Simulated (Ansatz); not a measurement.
C2H2Cl, charge -1, singlet, at a GFN2-xTB geometry (a gas-phase anion, which may not be bound at this level). Base run: BLYP/cc-pVDZ (Ansatz, a first-principles code).

The Ansatz input:
Ansatz 0.2 input:
```yaml
crystal:
  periodic: [false, false, false]
  atoms:
    - {symbol: C, position_ang: [-0.11782134, 0.97244023, 0.00402460]}
    - {symbol: C, position_ang: [1.20949826, 1.06784053, 0.01132795]}
    - {symbol: Cl, position_ang: [-0.59700984, -0.85895942, -0.00717248]}
    - {symbol: H, position_ang: [1.97685805, 0.28124257, 0.01154024]}
    - {symbol: H, position_ang: [1.62224777, 2.07938296, 0.01827654]}
basis:
  gaussian:
    orbitals: cc-pVDZ
hamiltonian:
  xc: blyp
total_charge: -1
```

Each row names what was changed in the base input (with any setting that the change needs).

```csv
change,ΔE vs base (mEh)
base,0.000
lower_state_search = full,0.000
accuracy = high,0.001
"final_grid = 14, 28, 59",0.000
"final_grid = 4, 8, 17",[?]
"final_grid = 10, 20, 41",0.000
lower_state_search = off,0.000
"point_charge = charge:-1.0 position_ang:-4.0682, 1.0991, 1.4564",120.6
"point_charge = charge:0.5 position_ang:-2.5518, 4.5475, 0.1933",-57.106
lower_state_search = light,0.000
forces = on,0.000
```

Question: Complete the blanks.

Answer: 
- final_grid = 4, 8, 17, ΔE vs base (mEh): 0.260

A gas-phase anion may not be bound at this level; its values then depend on the basis.
